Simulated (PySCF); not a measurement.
H5NO3Si.

```xyz
10

N      1.5912    -0.5831    -0.1390
Si    -0.0145     0.0095    -0.0161
O     -0.0285     1.2826     1.0504
O     -0.6131     0.5823    -1.4427
O     -1.0050    -1.2401     0.4486
H      1.7562    -1.4349    -0.6662
H      2.3433     0.0809    -0.2943
H      0.3730     1.1269     1.9102
H     -1.5121     0.9249    -1.4174
H     -0.7236    -1.7478     1.2153
```
Charge 0, spin multiplicity 1.

The structure is a stationary point at ωB97X-D3(BJ)/def2-SVP. A frequency run showed that this geometry is not a minimum. The values are those of a single conformer.

The numbers are results of PBE/pcSseg-1 (PySCF), not measurements. Non-relativistic, no solvent.

Computed absolute GIAO shielding of each atom: isotropic value and principal components (ppm):
```
atom  σ(iso)    σ11    σ22    σ33  span
----  ------  -----  -----  -----  ----
N1     240.3  206.2  242.4  272.3  66.1
Si2    387.6  367.3  385.4  410.1  42.8
O3     271.5  251.5  253.7  309.2  57.8
O4     284.2  258.0  274.4  320.3  62.2
O5     271.3  251.3  253.3  309.3  58.0
H6      30.9   24.3   26.6   41.7  17.5
H7      30.9   24.3   26.6   41.7  17.5
H8      30.1   22.7   25.0   42.5  19.8
H9      29.5   21.7   24.1   42.8  21.0
H10     30.0   22.7   25.0   42.5  19.8
```
